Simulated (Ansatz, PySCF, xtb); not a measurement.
C2H2 (SMILES C#C) and CH3I (SMILES CI) are pulled apart as rigid monomers along the line of their centres of mass, from the B3LYP-D3(BJ)/def2-TZVP minimum. Starting geometry (charge 0, multiplicity 1):
```xyz
9

C     -0.367    -0.094     0.767
C     -0.263    -1.055     0.059
H     -0.448     0.750     1.409
H     -0.176    -1.902    -0.576
C      1.573    -0.843     3.779
I      0.861     1.124     4.309
H      1.212    -1.529     4.537
H      1.168    -1.076     2.800
H      2.656    -0.798     3.765
```

Interaction energies with rigid monomers; basis-set methods are counterpoise corrected unless marked otherwise.

Rows in 3-21G carry no dispersion term and start afresh at each structure; the Pople sets are all-electron and without relativity.

Programs: Ansatz (an electronic-structure program); PySCF for 3-21G rows, the dispersion terms; xtb for the GFN methods. Values without a source in brackets are computed. In def2 rows elements past Kr take small-core potentials, without spin–orbit coupling.

```
C1···H8 (Å)  GFN2-xTB (kcal/mol)  HF/3-21G (no counterpoise) (kcal/mol)  r2SCAN-D3(BJ)/def2-TZVPPD (kcal/mol)  B3LYP/3-21G (no counterpoise) (kcal/mol)  PBE0-D3(BJ)/def2-TZVPPD (kcal/mol)
-----------  -------------------  -------------------------------------  ------------------------------------  ----------------------------------------  ----------------------------------
2.55                       -1.53                                   0.22                                 -1.64                                     -1.33                          (withheld)
2.73                       -1.91                                  -1.22                                 -2.18                                     -2.05                               -2.57
3.03                       -1.61                                  -1.50                                 -1.87                                     -1.75                               -2.17
3.59                  (withheld)                                  -0.83                                 -1.03                                     -0.78                               -1.20
4.54                       -0.33                                  -0.24                                 -0.37                                     -0.20                               -0.41
```

**Question.** What belongs in the gaps?

**Answer.** 
- 2.55, PBE0-D3(BJ)/def2-TZVPPD (kcal/mol): -2.14
- 3.59, GFN2-xTB (kcal/mol): -0.91
